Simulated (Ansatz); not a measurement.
`B[Se]C=C` + disilane → `B[Se][SiH2][SiH3]` + ethylene at 700 K and 1 bar (formal exchange of groups at the Se–C bond).

Gas-phase electronic energies from Ansatz, PBE0-D4/def2-TZVP geometries. CBS: MP2 limit from def2 TZ/QZ plus the TZ coupled-cluster correction, frozen cores. This one scheme is used for every species. For Se outer-core shells are correlated without core-valence functions, which leaves a few kJ/mol of doubt a bond. Scalar relativity is left out up to krypton. Each species was taken in one conformer, which may not be the lowest.

| species | CCSD(T)/CBS energy (Eh) | H − E (kJ/mol) | S (J/(mol·K)) |
| --- | --- | --- | --- |
| `B[Se]C=C` | -2504.59221 | 231.6 | 413.2 |
| `[SiH3][SiH3]` | -581.74359 | 186.9 | 363.0 |
| `B[Se][SiH2][SiH3]` | -3007.88916 | 257.0 | 513.5 |
| `C=C` | -78.48111 | 168.9 | 268.4 |

H − E and S are ideal-gas, rigid-rotor, harmonic terms from PBE0-D4/def2-TZVP, for one conformer and one mirror image of each species. 1 Eh = 2625.50 kJ/mol, R = 8.31446 J/(mol·K).

**Question.** By hand: ΔE, ΔH, ΔS and ΔG.

**Answer.** ΔE = (-3007.88916) + (-78.48111) − (-2504.59221) − (-581.74359) = -0.03447 Eh = -90.5 kJ/mol. Δ(H − E) = 257.0 + 168.9 − 231.6 − 186.9 = 7.4, so ΔH = -83.1 kJ/mol. ΔS = 513.5 + 268.4 − 413.2 − 363.0 = 5.7 J/(mol·K). ΔG = -83.1 − 700 × (5.7)/1000 = -87.1 kJ/mol.

**Question.** By hand: the equilibrium constant, and the temperature at which ΔG would vanish if ΔH and ΔS stayed fixed.

**Answer.** log₁₀ K = −ΔG/(RT ln 10) = 6.5. ΔH and −TΔS have one sign here, so there is no such temperature.

The number of gas molecules stays the same, so ΔS is small and ΔH decides. A doubt of 5 kJ/mol in ΔE shifts log₁₀ K by 0.4 here. Other conformers and mirror images would add mixing entropy, several J/(mol·K) or more a flexible species. Modes under 60 cm⁻¹, often nearly free rotors, make the harmonic entropy too high. These are equilibria of isolated gas molecules and say nothing of rates. Largest T1 diagnostic: 0.014 (customary marks: 0.02 for closed shells, 0.045 for open ones).

ΔS is within the doubt of such terms, so its sign, and with it that verdict, could turn.
